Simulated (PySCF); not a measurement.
Estimate the missing entries of this data sheet.

C₅H₇F₃O.
SMILES with atom numbers: `[F:1][C:2]([F:3])([F:4])[C@@H:5]1[CH2:6][CH2:7][O:8][CH2:9]1` (hydrogens: H10 on C5; H11, H12 on C6; H13, H14 on C7; H15, H16 on C9)

Geometry (PBE0-D3(BJ)/def2-SVP, Å), atoms numbered from 1 in this order:
```xyz
16
C5H7F3O angstrom
F     -2.079   -0.795    1.475
C     -1.412    0.249    0.973
F     -0.570    0.673    1.925
F     -2.299    1.229    0.763
C     -0.687   -0.114   -0.299
C      0.406   -1.172   -0.076
C      1.682   -0.340   -0.146
O      1.404    0.638   -1.116
C      0.096    1.088   -0.883
H     -1.461   -0.471   -0.994
H      0.285   -1.724    0.867
H      0.387   -1.901   -0.898
H      2.567   -0.907   -0.466
H      1.898    0.123    0.838
H      0.091    1.932   -0.166
H     -0.324    1.448   -1.832
```

| property | level | value |
| --- | --- | --- |
| point group | PBE0-D3(BJ)/def2-SVP | C1 |
| rotational constants A, B, C | PBE0-D3(BJ)/def2-SVP | 3.053, 1.236, 1.108 GHz |
| dipole moment | B3LYP/def2-SVPD | 1.55 D |
| HOMO energy | B3LYP/def2-SVPD | ? |
| LUMO energy | B3LYP/def2-SVPD | 0.20 eV |
| lowest singlet excitation | TDDFT B3LYP/def2-SVPD | 6.83 eV (181 nm, f = 0.005) |
| strongest line among the 10 lowest singlet transitions | TDDFT B3LYP/def2-SVPD | S2 at 7.45 eV (166 nm, f = 0.037) |
| lowest triplet excitation (Tamm–Dancoff) | TDA B3LYP/def2-SVPD | 6.73 eV |
| static isotropic polarisability | B3LYP/def2-SVPD | ? |
| vertical ionisation energy | ΔSCF B3LYP/def2-SVPD | 10.07 eV |
| electronic spatial extent ⟨r²⟩ about the centre of nuclear charge | B3LYP/def2-SVPD | ? |
| 13C chemical shifts (computed TMS as zero) by class | GIAO PBE0/pcSseg-1 | 133.3 (C2), 69.2 (C7), 68.8 (C9), 44.8 (C5), 30.2 (C6) ppm |
| 1H chemical shifts (computed TMS as zero) by class | GIAO PBE0/pcSseg-1 | 4.09 (H16), 3.88 (H13), 3.64 (H15), 3.37 (H14), 2.50 (H10), 1.84 (H11), 1.77 (H12) ppm |
| isotropic shieldings of nuclei other than C and H, by class | GIAO PBE0/pcSseg-1 | 276 (O8), 261 (F1/F3/F4) ppm |
| largest of the computed one-bond spin–spin couplings (means over like bonds) | B3LYP/pcJ-1, spin–dipole term left out for some pairs | ? |

Electronic properties: PySCF, gas phase, density fitting. NMR classes are plain means over equivalent atoms (diastereotopic ones count apart unless rotation or inversion swaps them), as if these changed places fast; in this geometry the members of some classes differ.

Give the electronic spatial extent ⟨r²⟩ about the centre of nuclear charge.

1090 bohr².

What is the static isotropic polarisability?

63.6 au.

The HOMO energy?

-7.57 eV.

The largest of the computed one-bond spin–spin couplings (means over like bonds)?

19F–13C -341.4 (F1–C2 and 2 like it), 13C–1H +156.9 (C9–H16), 13C–1H +154.4 (C7–H13), 13C–1H +150.3 (C9–H15), 13C–1H +148.3 (C7–H14), 13C–1H +142.9 (C5–H10), 13C–1H +140.0 (C6–H12), 13C–1H +139.7 (C6–H11) Hz.

The largest Löwdin shares of the HOMO are 0.60 on O8, 0.09 on C7, 0.09 on C9 and 0.06 on H14. No computed singlet falls in the visible range (750 to 380 nm, 1.65 to 3.26 eV); S1 lies 3.57 eV above its blue end. The polarisability is 9.42 Å³ as a volume (1 au = 0.148185 Å³), or 0.88 au for each of the 72 electrons. The principal polarisabilities are 58.3, 63.7 and 68.7 au; their mean is the isotropic value.

For the NMR shielding job (PBE0/pcSseg-1), on Arm Neoverse V1, one thread, on a shared host, this took 32 s wall (grids of density and orbitals included) and 1.0 GiB of memory at its peak.

One conformer stands for the species.
